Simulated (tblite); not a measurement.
C₈H₁₇P.
Structure used (GFN2-xTB), in Å, numbered top down from 1:
```
atom  x, y, z in Å
C1     3.838    0.938   -0.382
C2     2.786    0.543    0.646
C3     1.838   -0.519    0.097
P4     0.524   -0.960    1.346
C5    -0.733    0.371    0.927
C6    -1.336   -0.462   -0.217
C7    -2.858   -0.494   -0.273
C8    -3.448    0.859   -0.657
C9    -0.678   -1.798    0.171
H10    4.429    0.072   -0.675
H11    3.366    1.346   -1.274
H12    4.510    1.690    0.024
H13    2.212    1.427    0.938
H14    3.274    0.160    1.545
H15    1.379   -0.175   -0.833
H16    2.397   -1.435   -0.116
H17   -1.434    0.497    1.753
H18   -0.331    1.346    0.655
H19   -0.961   -0.115   -1.184
H20   -3.167   -1.247   -1.004
H21   -3.246   -0.798    0.703
H22   -3.159    1.620    0.064
H23   -3.094    1.165   -1.639
H24   -4.534    0.807   -0.686
H25   -0.233   -2.372   -0.641
H26   -1.362   -2.444    0.723
```

Computed with GFN2-xTB (tblite): harmonic, unscaled wavenumbers at the GFN2-xTB geometry, gas phase. Errors from tens to a few hundred cm⁻¹ against measured bands are possible. One conformer, not necessarily the lowest.

Harmonic wavenumbers (cm⁻¹): 45.0, 75.7, 86.0, 101.5, 125.8, 188.8, 228.0, 233.9, 242.9, 281.9, 350.8, 398.5, 416.0, 541.2, 707.4, 714.3, 745.4, 754.3, 772.9, 816.3, 838.7, 869.1, 900.8, 946.8, 997.1, 999.5, 1010.8, 1021.6, 1065.1, 1081.5, 1109.1, 1113.8, 1134.0, 1170.2, 1175.2, 1204.5, 1215.8, 1219.8, 1252.1, 1268.9, 1271.8, 1311.3, 1338.9, 1357.0, 1414.2, 1415.5, 1438.3, 1446.9, 1450.5, 1494.3, 1495.4, 1503.9, 1505.0, 1506.1, 1507.2, 2936.0, 2940.9, 2949.7, 2958.2, 2958.4, 2970.8, 2973.6, 2977.8, 2980.7, 2984.2, 2987.4, 3024.9, 3028.2, 3030.6, 3033.8, 3037.2, 3039.5.

A = 2567, B = 633.2, C = 572.0 MHz; mass 144.107 u (most abundant isotopes); point group C1, symmetry number 1.

**Question.** Zero-point energy?

**Answer.** ½Σν̃ = 50845 cm⁻¹ = 608.23 kJ/mol.

**Question.** Entropy at 400 K, 1 bar (ideal gas, RRHO, classical rotation)?

**Answer.** Translation 176.95, rotation 130.13, vibration 201.18: S = 508.3 J/(mol K).

**Question.** And Cp and H(400 K) − H(0)?

**Answer.** Cp = 243.89 J/(mol K), of which vibrations give 210.63 (their classical limit is 72 R = 598.6); H(400 K) − H(0) = 54.92 kJ/mol without the zero-point energy, 41.61 from vibrations.

**Question.** Blend soft modes into free rotors: weight 1/[1 + (100 cm⁻¹/ν̃)⁴] for the oscillator and the rest for a rotor with moment μB/(μ + B), μ = h/(8π²ν), B = 10⁻⁴⁴ kg m². What vibrational entropy results?

**Answer.** 185.42 J/(mol K) in place of 201.18, which changes −T·S at 400 K by +6.31 kJ/mol.

**Question.** What must be added to the electronic energy to get the Gibbs energy at 400 K and 1 bar?

**Answer.** ZPE + [H(400 K) − H(0)] − T·S = 608.23 + 54.92 − 203.31 = 459.84 kJ/mol.

Hindered rotation and anharmonicity are outside this model. Other conformers, if any are populated, would add a mixing term that is left out. The structure is chiral; the term R ln 2 for an equal mix with its mirror image is left out.
